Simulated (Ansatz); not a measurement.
Reaction (redistribution): `[F][In]([SH])[Br]` + `[SiH3][SeH]` → `[F][InH][SH]` + `[SeH][SiH2]Br`

Gas-phase electronic energies from Ansatz, PBE0-D4/def2-TZVP geometries. CCSD(T)/CBS is the MP2 limit (def2-TZVPP, def2-QZVPP) plus CCSD(T) − MP2 in def2-TZVPP, frozen cores. Functionals use def2-TZVPP. Elements past krypton have def2 core potentials. For Br, In, Se outer-core shells are correlated without core-valence functions, which leaves a few kJ/mol of doubt a bond. Scalar relativity is left out up to krypton. Each species was taken in one conformer, which may not be the lowest.

```tsv
level	ΔE (eV)
PBE-D4	0.21
r2SCAN-D4	0.24
PBE0-D4	0.24
BHLYP-D4	0.32
BLYP	0.30
RPA@PBE/def2-TZVPP	0.30
CCSD/def2-TZVPP	0.30
CCSD(T)/def2-TZVPP	0.29
```

What does CCSD(T)/CBS give? (Estimate.)

Computed: +0.29 eV. The listed levels differ from it by -0.08, -0.05, -0.05, 0.03, 0.01, 0.01, 0.01, 0.00 eV.

What do rigid-rotor, harmonic-oscillator terms from PBE0-D4/def2-TZVP frequencies (298.15 K, 1 bar) make of the CCSD(T)/CBS value? (An estimate is asked.)

Ansatz gave: ΔZPE = -0.02 eV, ΔH = +0.25 eV, ΔS = -6 J/(mol·K), ΔG = +0.27 eV.

Largest T1 diagnostic among the species: 0.016.

At CCSD(T), def2-SVP lies +0.17 eV from the extrapolated value and def2-TZVPP +0.01 eV. In def2-TZVPP, CCSD(T) changes the Hartree–Fock value by −0.16 eV (the triples alone add −0.01 eV) and MP2 by −0.19 eV.
